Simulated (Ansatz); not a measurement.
B2F4. Total charge 0; singlet. Geometry PBE0-D4/def2-SVP, basis def2-TZVP, Ansatz.

```xyz
6

B     0.430    0.573    0.481
B    -0.430   -0.573   -0.481
F     1.643    0.971    0.158
F     0.185   -1.574   -1.076
F    -0.096    1.089    1.572
F    -1.732   -0.486   -0.655
```

```tsv
run	HOMO (eV)	LUMO (eV)
A	-9.39	-2.44
B	-8.36	-3.02
C	-10.07	-2.08
D	-8.84	-2.83
E	-12.39	0.06
F	-8.75	-2.78
```

The structure comes from a short search, and lower isomers may exist.

Q: The runs used B97M-V, PBE, PBE0, r2SCAN, r2SCANh, ωB97M-V. Estimate which is which.

A: A r2SCANh (10 % exact exchange); B PBE (0 % exact exchange); C PBE0 (25 % exact exchange); D B97M-V (0 % exact exchange); E ωB97M-V (range-separated); F r2SCAN (0 % exact exchange). Exact exchange lowers occupied and raises empty levels; among semilocal functionals meta-GGAs tend to open the gap a little, and such runs are hard to tell apart. The gap grows from 5.34 eV (PBE) to 12.44 eV (ωB97M-V).
